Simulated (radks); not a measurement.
Question: The mean radii <r> (bohr) of the occupied orbitals of an atom or ion are listed with their occupations. Calculated with a radial shooting solver on a logarithmic mesh with Libxc functionals: Dirac Kohn-Sham, PBE, spin-unpolarised, spherical densities, point nucleus.

orbital  occ.      <r>
1s1/2       2  0.02100

Name the element and its charge. Open shells, if any, fill j = l - 1/2 first.

Answer: Z = 66, dysprosium, charge +64: Dy64+ in [He]. The 1s radius gives Z: for a bare nucleus <r> = (2 gamma + 1)/(2Z) with gamma = sqrt(1 - (Z/c)^2), 0.02085 bohr for Z = 66, and screening makes it slightly larger (0.02100 here). The occupations add up to 2, and the charge is Z minus that.
